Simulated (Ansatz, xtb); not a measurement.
## C7H4: which of two isomers lies lower

Structure I is `C#CC=C=CC#C`, a singlet and structure II is `C#CC#CC=C=C`, a singlet. Both are isolated molecules in the gas phase, relaxed with B3LYP-D3(BJ)/def2-SVP.

Quicker runs give these differences E(II) − E(I): GFN2-xTB −22.3 kJ/mol; HF/STO-3G −25.8 kJ/mol (at GFN2-xTB geometries); r2SCAN-D4/def2-SVP −46.4 kJ/mol (at GFN2-xTB geometries).

Estimate E(II) − E(I) at the level CCSD(T)/def2-SVP + ΔMP2/def2-TZVPP.

Calculated at CCSD(T)/def2-SVP + ΔMP2/def2-TZVPP: E(II) − E(I) = −23.6 kJ/mol, so structure II lies lower.

How the difference moves with the method:

| level | geometry | E(II) − E(I) (kJ/mol) | departure from the last row (kJ/mol) | job, with rough time for the two |
| --- | --- | --- | --- | --- |
| GFN2-xTB | GFN2-xTB | −22.3 | +1.2 | optimisation, 0.41 s |
| HF/STO-3G | GFN2-xTB | −25.8 | −2.3 | single point, 0.62 s |
| r2SCAN-D4/def2-SVP | GFN2-xTB | −46.4 | −22.8 | single point, 4.2 s |
| B3LYP-D3(BJ)/def2-SVP | B3LYP-D3(BJ)/def2-SVP | −40.1 | −16.5 | optimisation, 54 s |
| HF/def2-SVP | B3LYP-D3(BJ)/def2-SVP | −21.2 | +2.4 | part of the CCSD(T) run |
| MP2/def2-SVP | B3LYP-D3(BJ)/def2-SVP | −30.6 | −7.1 | part of the CCSD(T) run |
| CCSD(T)/def2-SVP | B3LYP-D3(BJ)/def2-SVP | −24.9 | −1.3 | single point |
| CCSD(T)/def2-SVP + ΔMP2/def2-TZVPP | B3LYP-D3(BJ)/def2-SVP | −23.6 |  | single point, 66 s |

As drawn, both hold the same kinds of bond in the same numbers.

The levels shown agree on the order. The largest departure from CCSD(T)/def2-SVP + ΔMP2/def2-TZVPP is that of r2SCAN-D4/def2-SVP, 22.8 kJ/mol. The last row adds to CCSD(T) the change of the MP2 difference between the two basis sets, here +1.3 kJ/mol.

With thermal terms from frequencies at re-optimised GFN2-xTB minima (ideal gas, soft modes damped towards free rotors, one conformer each, 298.15 K, 1 atm): the zero-point term adds 0.0 kJ/mol; ΔH is −23.2 and ΔG −25.1 kJ/mol.

The correlated steps freeze 7 core orbitals. Programs: Ansatz 0.2.0, xtb 6.7.1; the last row on 2 threads of Intel(R) Xeon(R) Processor @ 2.70GHz on a shared host.
